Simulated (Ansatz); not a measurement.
NiS2. Total charge 0; singlet. Geometry PBE0-D4/def2-TZVP, basis def2-TZVP, Ansatz.

Cartesian coordinates in Å:
```
Ni 0.679 -0.193 0.398
S -0.816 -1.318 -0.070
S 0.137 1.510 -0.327
```

```
run  HOMO (eV)  LUMO (eV)
  A      -5.97      -5.77
  B      -6.41      -5.79
  C      -7.46      -5.08
  D      -6.26      -5.86
  E      -7.67      -5.14
```

No other spin state of charge 0 was run. Another isomer (triplet) lies 1.86 eV lower at PBE0-D4/def2-TZVP; other spin states weren't run for this one.

Task: The runs used B97M-V, PBE, PBE0, r2SCAN, r2SCAN0. Estimate which is which.

Result: A PBE (0 % exact exchange); B B97M-V (0 % exact exchange); C PBE0 (25 % exact exchange); D r2SCAN (0 % exact exchange); E r2SCAN0 (25 % exact exchange). Exact exchange lowers occupied and raises empty levels; among semilocal functionals meta-GGAs tend to open the gap a little, and such runs are hard to tell apart. The gap grows from 0.20 eV (PBE) to 2.53 eV (r2SCAN0). This restricted singlet of an open-shell metal (gap down to 0.20 eV) wasn't tested against broken symmetry.
